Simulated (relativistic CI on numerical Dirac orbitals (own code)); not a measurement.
**d1 to d9 in one octahedral field**

Computed with a parametric ligand-field model without spin-orbit coupling, by exact diagonalisation: B = 930, C = 4330, 10Dq = 20200 cm⁻¹ (Oh; |10Dq|/B = 21.7) for every shell. Energies in cm⁻¹; the field energy is (0.6 n_e − 0.4 n_t2) × 10Dq of the ground term; g labels are left out.

```tsv
Shell	Ground term	Electrons in e	Field energy	First spin-allowed bands	Lowest term of other spin
d1	2T2	0.000	-8080	2E 20200	
d2	3T1	0.034	-15468	3T2 18461, 3T1 30672	1T2 14767
d3	4A2	0.000	-24240	4T2 20200, 4T1 29143	2E 19765
d4	5E	1.000	-12120	5T2 20200	3T1 5177
d5	6A1	2.000	0	none	2T2 13315
d6	1A1	0.071	-47052	1T1 17718, 1T2 28451	5T2 4012
d7	?	?	?	?	?
d8	3A2	2.000	-24240	3T2 20200, 3T1 29143	1E 15850
d9	2E	3.000	-12120	2T2 20200
```

Fill in the row of d7.

Ground term: 4T1; Electrons in e: 2.034; Field energy: -15468; First spin-allowed bands: 4T2 18461, 4T1 30672; Lowest term of other spin: 2E 43. Low spin: d6; the other shells keep the spin of the free ion. Only d4 to d7 can choose; the field needed to pair spins is smallest for d6 and largest for d5, which loses most exchange energy. In the strong-field picture 10Dq must exceed about 6B + 5C = 27230 (d4), 7.5B + 5C = 28625 (d5), 2.5B + 4C = 19645 (d6) and 4B + 4C = 21040 (d7); mixing of terms shifts these bounds somewhat.
